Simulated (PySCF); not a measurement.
Cost against size for one kind of job: PySCF 2.14.0, density-fitted response routines, GIAO PBE0/pcSseg-1 NMR shielding, non-relativistic, gas phase; work: shieldings, charges and field gradients. Hardware: Arm Neoverse N1, one thread, on a shared host. The host was shared with other jobs, so the times are rough. Peak memory is the resident size of the whole Python process, interpreter and libraries included.

```csv
species (SMILES),atoms,electrons,basis functions,SCF cycles,wall time,peak memory
C#C[SiH2][C@](C)(F)C#N,14,66,173,15,?,?
C=C(F)/C=C/[SiH2]C#N,14,66,173,14,36 s,0.77 GiB
C=C(F)/C=C\[SiH2]C#N,14,66,173,14,36 s,0.77 GiB
CC#C[C@H](C#N)[SiH2]F,14,66,173,15,39 s,0.77 GiB
C#CC(C)(C#C)[SiH2]C,18,66,193,14,?,?
```

Q: Estimate the withheld figures.

A: `C#C[SiH2][C@](C)(F)C#N`: 40 s, 0.77 GiB; `C#CC(C)(C#C)[SiH2]C`: 52 s, 0.90 GiB.

Q: Which species took longest, and how many times the shortest run?

A: `C#CC(C)(C#C)[SiH2]C`, at 52 s: about 1.4 times the shortest (36 s).
